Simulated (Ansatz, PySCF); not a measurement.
Species: C₄H₅N (charge 0, singlet). 
Coordinates optimised at B3LYP-D3(BJ)/def2-TZVP (Ansatz, a program for electronic structure):
```xyz
10

C     -1.8122    -0.0744     0.0629
C     -0.6993    -1.0628     0.0570
C      0.6056    -0.7788     0.0044
C      1.1118     0.5510    -0.0546
N      1.5346     1.6227    -0.1026
H     -1.4497     0.9516     0.0183
H     -2.4782    -0.2482    -0.7869
H     -2.4197    -0.1928     0.9645
H     -0.9762    -2.1110     0.0994
H      1.3467    -1.5680     0.0047
```

Wanted: vertical ionisation energy (to the doublet state of charge +1; each state is the SCF solution reached for its spin; the UHF <S^2> is 0.93 for the doublet (pure: 0.75); for the singlet the Hartree-Fock reference is unstable and T1 is 0.013), in eV. Correlated levels leave the core frozen unless marked. UHF or UKS for open shells. Spin-orbit coupling is left out. No relativistic terms. 

```
level                 program  vertical ionisation energy (eV)
--------------------  -------  -------------------------------
HF/aug-cc-pVQZ         Ansatz                             8.94
PBE/def2-TZVPD         Ansatz                            10.00
B3LYP/def2-TZVPD       Ansatz                            10.10
CAM-B3LYP/def2-TZVPD   Ansatz                            10.20
B2PLYP/def2-TZVPD      Ansatz                            10.24
SCS-MP2/aug-cc-pVDZ    Ansatz                            10.83
```

For comparison, minus the highest occupied orbital energy (PySCF): 9.17 eV at M06-2X/def2-TZVPD, 7.07 eV at r2SCAN/def2-TZVPD, 10.38 eV at HF/def2-TZVPD.
